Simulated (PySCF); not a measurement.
A PySCF script (with the pyscf-properties extension) for the NMR shieldings of SMILES CB(C)/C=C1C=C\1C#N, C₇H₈BN, on a GFN2-xTB geometry:

```python
import basis_set_exchange as bse
import numpy as np
from pyscf import gto, dft
from pyscf.prop import nmr

atoms = """
C    -1.647019   -1.058431   -0.274611
B    -1.152353    0.406933    0.056747
C    -2.196030    1.578710    0.230940
C     0.349845    0.717415    0.205892
C     1.310201   -0.177282    0.023898
C     1.808754   -1.473820   -0.289433
C     2.737276   -0.544901   -0.017155
C     4.049255   -0.172975    0.129762
N     5.138608    0.173893    0.265559
H    -2.690393   -1.225048   -0.016772
H    -1.561132   -1.228199   -1.348622
H    -1.055201   -1.832684    0.208597
H    -2.500598    1.631868    1.277026
H    -3.106547    1.425916   -0.344089
H    -1.794268    2.557426   -0.022533
H     0.673138    1.720101    0.465462
H     1.629468   -2.486891   -0.560575
"""
names = dict.fromkeys(["C", "B", "N", "H"], "pcSseg-1")
basis = {el: gto.basis.parse(bse.get_basis(n, elements=[el], fmt="nwchem")) for el, n in names.items()}
mol = gto.M(atom=atoms, basis=basis, charge=0, verbose=0)
mf = dft.RKS(mol, xc="PBE0")
mf.grids.level = 2
mf.grids.alignment = dft.numint.BLKSIZE   # the property module wants whole blocks of grid points
mf.conv_tol = 1e-9
mf.kernel()

calc = nmr.RKS(mf)   # GIAO
C = mf.mo_coeff
Co = C[:, mf.mo_occ > 0]
resp = mf.gen_response(singlet=True, hermi=2)
def vind(x):   # induced exchange potential for any number of trial vectors
    d = np.einsum("pi,xij,qj->xpq", C, 2 * x.reshape(-1, C.shape[1], Co.shape[1]), Co, optimize=True)
    return np.einsum("xpq,pi,qj->xij", resp(d - d.transpose(0, 2, 1)), C, Co, optimize=True).ravel()
mo1, _ = nmr.rhf.solve_mo1(calc, with_cphf=vind)
sigma = calc.kernel(mo1)
for i, s in enumerate(sigma):   # ppm
    print("%2d %-2s %9.2f" % (i, mol.atom_pure_symbol(i), np.trace(s) / 3))
```

Q: What are the results?

A: 
```
 0 C     177.21
 1 B      28.80
 2 C     172.33
 3 C      90.32
 4 C      51.34
 5 C      28.65
 6 C      50.63
 7 C      73.55
 8 N    -107.74
 9 H      30.73
10 H      31.08
11 H      30.70
12 H      30.94
13 H      30.80
14 H      30.77
15 H      25.85
16 H      22.98
```

These numbers come from an equivalent density-fitted implementation of the same equations, which agrees with the script to about 0.01 ppm for H and up to a few tenths of a ppm for heavy atoms, so last digits may differ.

Size and cost of the density-fitted run: 193 basis functions, 63 s wall time on 1 thread of an Arm Neoverse N1, shared host; peak memory 0.84 GiB.
